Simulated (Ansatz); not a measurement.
**doublet B: levels of theory in one basis**

A single B atom.

Basis set: STO-3G (spherical functions). Correlated methods keep 1 orbital frozen. Correlation on ROHF uses semicanonical orbitals with singles. Charge 0, multiplicity 2.

Computed with Ansatz (development build ahead of 0.2.0); each method stands on the lowest determinant of its kind that the runs found.

```json
{"method": "ROHF", "E − E(ROHF) (eV)": "0.00", "<S²> of the determinant": "0.75"}
{"method": "ROHF-CCSD", "E − E(ROHF) (eV)": "-1.09", "<S²> of the determinant": "–"}
{"method": "ROHF-CCSD(T)", "E − E(ROHF) (eV)": "-1.09", "<S²> of the determinant": "–"}
{"method": "full CI (lowest root of this spin)", "E − E(ROHF) (eV)": "-1.09", "<S²> of the determinant": "–"}
```

**Question.** What does ROHF-MP2 give on the same scale?

**Answer.** -0.51 eV.

**Question.** Is a single determinant a sound starting point here?

**Answer.** By this sign, yes. Unrestricted orbitals gain 0.00 eV and <S²> is 0.75 against 0.75 for a pure state.
